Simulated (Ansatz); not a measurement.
CHAlClN, SMILES `N#[C][AlH][Cl]` from Hartree–Fock to CCSD(T)

```xyz
5

N     1.517   -1.186    1.475
C     0.809   -0.636    0.748
Al   -0.348    0.261   -0.502
Cl   -1.769    1.530    0.320
H    -0.208    0.031   -2.041
```

Charge 0, multiplicity 1. The geometry is a stationary point of PBE0-D4/def2-TZVP. Frozen core, restricted reference, Ansatz 0.2.0. CBS rows extrapolate triple and quadruple zeta.

| basis | HF (Eh) | MP2 corr. |
| --- | --- | --- |
| def2-SVP | -794.10219 | -0.46274 |
| def2-TZVPP | -794.45504 | -0.58976 |
| def2-QZVPP | -794.47833 | -0.63746 |
| cc-pV(D+d)Z | -794.41386 | -0.46854 |
| cc-pV(T+d)Z | -794.46425 | -0.59078 |
| cc-pV(Q+d)Z | -794.47669 | -0.63762 |

(1) Estimate the CCSD correlation energy and the (T) correction in each basis where they were run (hartree).

Answers

(1) 
```tsv
basis	CCSD corr.	(T)
def2-SVP	-0.48757	-0.01672
def2-TZVPP	-0.61472	-0.02950
def2-QZVPP	-0.65640	-0.03325
CBS(def2)	-0.68728	-0.03603
cc-pV(D+d)Z	-0.49529	-0.01741
cc-pV(T+d)Z	-0.61553	-0.02963
cc-pV(Q+d)Z	-0.65660	-0.03321
CBS(cc)	-0.68583	-0.03577
```
